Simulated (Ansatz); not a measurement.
Born–Oppenheimer molecular dynamics of CH₈OSSi (12 atoms, charge 0, multiplicity 1). It starts at the highest image of a converged band, a first-order saddle point between two minima.

All numbers below come from Ansatz 0.2.0, RKS LDA/def2-SVP.

```json
{"ensemble": "NVE (velocity Verlet)", "time step": "0.5 fs", "steps asked": "200", "starting velocities drawn for": "100 K", "seed": "8819"}
```

First frame:

```xyz
12
Properties=species:S:1:pos:R:3
Si 0.015 0.932 0.997
O 0.095 -0.281 -0.614
C -0.959 -1.087 -1.080
H -1.476 0.816 0.644
H 0.305 2.387 0.733
H -0.051 0.618 2.477
H 1.007 -0.697 -0.402
S 2.231 0.193 0.943
H -1.901 -0.590 -0.750
H -0.949 -1.151 -2.189
H -0.926 -2.108 -0.640
H 2.608 0.967 -0.118
```

Task: How far do the bonds stretch over the last three quarters of this one trajectory? (Pairs bonded in most of those frames.)

Result: 
```
  bond  mean (Å)  spread (Å)  shortest  longest
Si1–H4     1.524       0.018      1.49     1.56
Si1–H5     1.511       0.008      1.50     1.52
Si1–H6     1.514       0.028      1.47     1.55
Si1–S8     2.248       0.020      2.21     2.29
 O2–C3     1.400       0.021      1.37     1.43
 O2–H7     0.997       0.016      0.97     1.03
 C3–H9     1.118       0.010      1.10     1.13
C3–H10     1.114       0.009      1.10     1.13
C3–H11     1.114       0.011      1.10     1.13
S8–H12     1.367       0.015      1.34     1.39
```

Mean temperature of the second half: 63 K. The conserved energy stayed within 0.05 meV per atom of its start (net change 0.039 meV per atom), so the integration is sound. A run of 0.1 ps of so small a system gives no equilibrium averages. The orbitals stay closed-shell, which can raise the energy where a bond breaks towards radicals; this wasn't checked here.

Run time: 83 s on 2 threads of AMD EPYC 9R45 96-Core Processor (Zen 5) (shared host), peak memory 0.15 GiB.
